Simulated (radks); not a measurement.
Results of a calculation; reference values are marked as such.
Problem. These are the eigenvalues of the occupied orbitals of an atom or ion with whole-number occupations (Ry). Code: a radial shooting solver on a logarithmic mesh with Libxc functionals. Model: Dirac Kohn-Sham, BLYP, spin-unpolarised, spherical densities, finite nucleus; Fermi nuclear charge, rms radius of each element as measured or else 0.836 A^(1/3) + 0.57 fm.

1s1/2: -4944.899
2s1/2: -850.1126
2p1/2: -812.7122
2p3/2: -719.3256
3s1/2: -195.6685
3p1/2: -179.0026
3p3/2: -158.8996
3d3/2: -130.6843
3d5/2: -126.3047
4s1/2: -40.86087
4p1/2: -33.98456
4p3/2: -29.35409
4d3/2: -18.03843
4d5/2: -17.18781
5s1/2: -6.53655
5p1/2: -4.51851
5p3/2: -3.85038
4f5/2: -3.11980
4f7/2: -2.97330
5d3/2: -1.27316
5d5/2: -1.21395
6s1/2: -1.15705
7s1/2: -0.36391

Which element is it, and in what charge state? The configuration may be excited. Open shells, if any, are shared by 2j + 1.

Solution. Z = 73, tantalum, charge +1: Ta+ in [Kr] 4d10 4f14 5s2 5p5 5d3 6s1 7s1. The list shows which subshells hold electrons but not how many an open one holds; the 1s level, -2472.4 hartree, gives Z - s = 70.3 by -(Z - s)^2/2, which with screening and relativity narrows Z to a few neighbours, and the depths of the outer levels then fix element, charge and occupations together.
